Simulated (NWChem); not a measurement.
# Correlation energy of Ga

```xyz
1

Ga     0.0000     0.0000     0.0000
```
Charge 0, spin multiplicity 2.

The numbers come from NWChem runs, not from measurements.

Basis set: 6-31G*. Each correlation energy counts from its own Hartree-Fock reference.

The Hamiltonian is non-relativistic. The correlated methods keep 9 core orbitals frozen. The Pople sets run with spherical d functions. No SCF solution was tested for a lower state. Open-shell Hartree-Fock references start from PBE0 orbitals. No row is a measurement; the coupled-cluster row has its own basis-set and correlation limits.

| method | correlation energy (mHa) |
|---|---|
| CCSD on UHF | -204.0 |
| UMP2 | -209.0 |
| CCSD[T] on ROHF | -211.5 |
| CCSD(T) on UHF | ___ |
| CCSDT on ROHF | -210.7 |
| CCSD[T] on UHF | -208.9 |
| CCSD(T) on ROHF | -210.6 |
| CCSD on ROHF | -206.5 |
| SCS-UMP2 | ___ |

**Question.** What belongs in the gaps?

**Answer.** 
- CCSD(T) on UHF, correlation energy (mHa): -208.0
- SCS-UMP2, correlation energy (mHa): -192.0
